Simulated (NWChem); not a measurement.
GeHF3; SMILES [F][GeH]([F])[F]

```xyz
5

Ge     0.0000     0.0000     0.2542
F      0.4102     1.5303    -0.3970
F      1.1202    -1.1204    -0.3970
F     -1.5304    -0.4099    -0.3970
H      0.0000     0.0000     1.7711
```
Atoms are numbered in this order, from 1.

All runs: NWChem. The geometry was optimised at PBE0/def2-SVP. Ions are spin-unrestricted doublets at the neutral geometry; other ion states weren't tried.

Question: Predict the results for CAM-B3LYP/def2-SVP. Quantities: −ε(HOMO) (eV).

Answer: 
```json
{
 "−ε(HOMO) (eV)": "12.63"
}
```
